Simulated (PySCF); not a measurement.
**Excitation energy of Ni²⁺ by level of theory**

Ni²⁺ [Ar] 3d8 (3F) → Ni²⁺ [Ar] 3d7 4s1 (5F), as a difference of total energies. Computed with PySCF 2.14 in x2c-TZVPPall, with scalar relativity by spin-free X2C-1e. Correlated levels: valence: [Ar] frozen. The calculations carry no spin-orbit coupling.

```tsv
method	excitation energy (eV)
UHF	5.164
MP2 (valence)	6.776
SCS-MP2 (valence)	6.913
CCSD (valence)	6.487
CCSD(T) (valence)	6.538
```

How much does correlation contribute at CCSD(T) (valence)?

6.538 − (5.164) = 1.374 eV, measured against UHF.

A first-order spin-orbit estimate (lowest level to lowest level, LS coupling) adds -0.011 eV.

The basis was made for the ground configuration and has no added diffuse functions, so the excitation energy can come out too high.
